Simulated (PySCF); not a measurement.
BI₃, charge -1, multiplicity 2. Atoms are numbered in the order given.

```xyz
4

B      0.0000     0.0000    -0.5640
I      1.8811    -1.0860     0.0177
I      0.0000     2.1721     0.0177
I     -1.8811    -1.0860     0.0177
```
Charge -1, spin multiplicity 2.

The structure is a stationary point at r2SCAN-D4/def2-SVPD. The def2 effective core potentials stand for the cores of I; spin–orbit coupling is left out.

Calculation: B3LYP/def2-SVPD in PySCF.

Mulliken values depend strongly on the basis, most of all with diffuse functions as here. ESP charges are fitted to the potential on shells at 1.4 to 2.0 van der Waals radii. Atomic charges (e):

| atom | Mulliken | ESP fit | Mulliken spin |
|---|---|---|---|
| B1 | -0.26 | ? | 0.84 |
| I2 | -0.25 | ? | 0.05 |
| I3 | -0.25 | ? | 0.05 |
| I4 | -0.25 | ? | 0.05 |

### Question
What belongs in the gaps? (Estimate from the structure and the level; the computed values follow.)

### Answer

- B1, ESP fit: -0.11
- I2, ESP fit: -0.30
- I3, ESP fit: -0.30
- I4, ESP fit: -0.30
